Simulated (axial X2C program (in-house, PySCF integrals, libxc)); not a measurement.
## Levels of BeS⁻ by electron attachment to BeS (EOM-EA-CCSD)

Calculated with an axial X2C code built on PySCF integrals: two-component X2C with atomic mean-field Coulomb and Gaunt terms, Gaussian nuclei, basis S dyall-av3z, Be dyall-acv3z with contracted cores.

R = 1.895 Å (1.090 times 1.739 Å, the PBE0 minimum at charge 0 for the lowest determinant).

Levels of BeS⁻ obtained by attaching an electron to BeS:

| Ω | binding energy (eV) | above lowest (cm⁻¹) | attached spinor | one-particle weight |
| --- | --- | --- | --- | --- |
| 1/2 | 2.432 | 0 | 44% Be pσ, 37% Be sσ, 10% S pσ | 0.95 |
| 1/2 | -0.265 | 21754 | 76% Be pσ, 23% Be sσ | 0.99 |
| 1/2 | -0.343 | 22383 | 88% Be pπ, 7% Be dπ | 0.99 |
| 3/2 | -0.345 | 22402 | 88% Be pπ, 7% Be dπ | 0.99 |
| 1/2 | -0.860 | 26549 | 68% Be sσ, 27% Be pσ | 0.99 |
| 1/2 | -0.919 | 27029 | 73% Be pπ, 15% Be dπ, 7% S dπ | 0.96 |
| 3/2 | -0.922 | 27052 | 73% Be pπ, 16% Be dπ, 7% S dπ | 0.96 |

Negative binding energies belong to unbound states, resonances or levels that the basis set holds; within some tenths of an eV of zero the sign is not settled.

This point took 9.2 s on 1 thread of Intel(R) Xeon(R) 6975P-C (Granite Rapids), on a shared host.

Reference electrons by ω block (each with its −ω partner): 1/2: 8, 3/2: 2. 8 electrons of BeS correlated (inner shells frozen), 90 natural virtual spinors (a truncated set); levels can be off by some tenths of an eV. Roots sought by Ω: (1/2: 5, 3/2: 4, 5/2: 2, 7/2: 1); rows need 60 % one-particle weight and stop where some Ω has no more roots. Missing are any skipped roots, higher Ω and states of a further excitation; these come out far too high here and may in truth be low or lowest. T1 of the reference 0.031 (Lee–Taylor). Number of frozen shells: S 2 s, 1 p; Be 1 s. Large amplitudes in the reference (orbital relaxation or multireference character) lower the reliability.
